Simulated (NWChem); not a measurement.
System: C4H4ClF; SMILES C(=C(\C=C)F)/Cl

```xyz
10

C     -0.0025     2.9271     0.0000
C     -0.6878     1.7623     0.0000
C     -0.0585     0.4533     0.0000
F      1.2854     0.4442     0.0000
C     -0.7437    -0.7197     0.0000
Cl     0.0263    -2.2585     0.0000
H      1.0977     2.9362     0.0000
H     -0.5260     3.8938     0.0000
H     -1.7900     1.7572     0.0000
H     -1.8420    -0.7289     0.0000
```
Atoms are numbered in this order, from 1.

Results from NWChem. All runs use the structure optimised with PBE-D3(BJ)/def2-SVP.

Problem. Among these, which level gives the highest value of “dipole (D)”?
A) TPSS/aug-cc-pVDZ
B) TPSS/cc-pVTZ
C) TPSS/cc-pVDZ

Solution. A, TPSS/aug-cc-pVDZ. Values: TPSS/cc-pVDZ 2.04; TPSS/cc-pVTZ 2.11; TPSS/aug-cc-pVDZ 2.18
